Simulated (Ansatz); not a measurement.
Relaxation of C4H9BOS (16 atoms, charge 0, multiplicity 1), to a largest force component of 0.015 eV/Å in at most 40 steps.

Computed with RKS B3LYP/6-31G* (Ansatz 0.2.0).

```xyz
16
Properties=species:S:1:pos:R:3
C -1.909 -0.627 0.040
O -1.004 -0.144 0.970
C 0.274 -0.069 0.402
C 0.481 0.904 -0.812
C 1.421 -0.011 1.392
B 2.026 -1.511 1.194
S 0.741 -1.734 -0.228
H -2.927 -0.277 0.383
H -1.818 -0.108 -0.935
H -1.933 -1.688 -0.027
H 1.362 0.773 -1.315
H 0.405 1.944 -0.400
H -0.432 0.801 -1.443
H 2.155 0.728 1.171
H 1.043 0.087 2.426
H 2.410 -2.307 2.011
```

Where does it end, and by what steps?

The forces met the threshold. After 14 steps the energy has fallen by 1.428 eV; H16 moved furthest, 0.66 Å.

| step | energy less start (eV) | largest force component (eV/Å) | accepted |
| --- | --- | --- | --- |
| 0 | 0.0000 | 4.564 | yes |
| 1 | -1.0992 | 1.841 | yes |
| 2 | -1.3228 | 0.823 | yes |
| 3 | -1.3833 | 0.298 | yes |
| 4 | -1.3998 | 0.152 | yes |
| 5 | -1.4098 | 0.366 | yes |
| 6 | -1.4190 | 0.123 | yes |
| 7 | -1.4235 | 0.122 | yes |
| 8 | -1.4165 | 0.241 | no |
| 9 | -1.4255 | 0.037 | yes |
| 10 | -1.4269 | 0.052 | yes |
| 11 | -1.4275 | 0.039 | yes |
| 12 | -1.4276 | 0.024 | yes |
| 13 | -1.4276 | 0.021 | yes |
| 14 | -1.4276 | 0.010 | yes |

```xyz
16
Properties=species:S:1:pos:R:3
C -2.069 -0.406 0.050
O -0.979 -0.112 0.913
C 0.297 -0.177 0.367
C 0.506 0.736 -0.835
C 1.350 -0.051 1.494
B 1.988 -1.468 1.224
S 0.854 -2.006 -0.062
H -2.958 -0.438 0.683
H -2.208 0.361 -0.722
H -1.934 -1.385 -0.430
H 1.552 0.719 -1.151
H 0.241 1.763 -0.550
H -0.107 0.443 -1.693
H 1.998 0.830 1.399
H 0.846 0.014 2.467
H 2.920 -2.059 1.672
```

The run took 81 s on 2 threads of Arm Neoverse V2, on a shared host, peak memory 0.38 GiB.
